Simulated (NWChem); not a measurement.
System: AlH₂OCl; SMILES [OH][AlH][Cl]

Input file for NWChem:

```
start job
memory heap 200 mb stack 900 mb global 1100 mb
geometry units angstroms noautoz
  Al    -0.579326     0.608741     0.000000
  H     -2.143871     0.690281     0.000000
  Cl     0.418009    -1.244126     0.000000
  O      0.306567     2.049826     0.000000
  H      1.259132     2.154397     0.000000
end
basis spherical
  Al library 6-31g*
  H library 6-31g*
  Cl library 6-31g*
  O library 6-31g*
end
dft
  xc n12
  iterations 150
  mulliken
end
task dft energy
```

Structure relaxed at the PBE0/def2-SVP level.

What results follow from this input? (N12/6-31G* (spherical d).) Quantities: energy (Ha); highest occupied level (eV); orbital gap (eV); dipole (D).

The energy (Ha) is -779.03. The highest occupied level (eV) comes out as -7.38, the orbital gap (eV) comes out as 6.13 and the dipole (D) is 1.14.
